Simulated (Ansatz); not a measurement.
`N[SiH2]P` + `C1N[SiH2]1` → `P[SiH]1CN1` + `N[SiH3]`  (formal exchange of groups at a P–Si bond)

Calculated with Ansatz (gas phase, PBE0-D4/def2-TZVP geometries, no zero-point term in ΔE). CCSD(T)/CBS adds triple-zeta CCSD(T) − MP2 to the extrapolated MP2 energy (def2 sets, frozen cores). This one scheme is used for every species. DFT in def2-TZVPP. One conformer a species, not always the lowest.

`N[SiH2]P`:

Z-matrix (Å, degrees):
```
Si
P 1 2.257
N 1 1.718 2 108.0
H 1 1.494 2 110.1 3 -126.2
H 1 1.487 2 109.1 3 115.8
H 2 1.424 1 92.6 3 68.3
H 2 1.423 1 93.3 3 161.0
H 3 1.007 1 119.9 2 149.4
H 3 1.007 1 121.1 2 -63.7
```

`C1N[SiH2]1`:

Cartesian coordinates in Å:
```
C -0.579 -0.555 -0.495
N 0.287 -0.734 0.709
Si 0.584 0.785 -0.052
H -0.393 -1.277 -1.285
H -1.640 -0.375 -0.323
H -0.196 -0.849 1.588
H 0.019 2.032 0.514
H 1.919 0.975 -0.657
```

`P[SiH]1CN1`:

Cartesian coordinates in Å:
```
P 0.649 0.271 -2.225
Si 0.246 0.607 -0.053
C -1.191 -0.058 0.867
N 0.136 -0.730 1.031
H 0.315 -1.106 -2.128
H 2.037 0.045 -2.013
H 0.813 1.892 0.424
H -1.563 0.522 1.710
H -1.954 -0.690 0.419
H 0.511 -0.754 1.967
```

`N[SiH3]`:

```xyz
7

N     0.379   -0.986   -0.147
Si   -0.129    0.642    0.073
H     0.104   -1.486   -0.976
H     0.417   -1.607    0.646
H     0.174    1.387   -1.177
H    -1.580    0.841    0.368
H     0.635    1.209    1.214
```

| level | ΔE (kJ/mol) |
| --- | --- |
| r2SCAN0-D4 | -5.5 |
| BLYP | -5.4 |
| CCSD/def2-SVP | -6.9 |
| HF/def2-TZVPP | -5.0 |
| SCS-MP2/def2-TZVPP | -7.0 |
| HF/def2-QZVPP | -4.9 |
| MP2/def2-QZVPP | -6.6 |
| HF/CBS(def2) | -4.9 |

Problem. What does CCSD(T)/CBS give? (Estimate.)

Solution. Computed: -5.3 kJ/mol. The listed levels differ from it by -0.2, -0.1, -1.6, 0.3, -1.7, 0.4, -1.3, 0.4 kJ/mol.

Largest T1 diagnostic among the species: 0.014.

Leaving LDA and LC-ωPBE aside and taking each functional with its dispersion term where it has one, the values, not all of them listed here, spread over 1.1 kJ/mol, from PBE-QIDH to ωB97M-V.
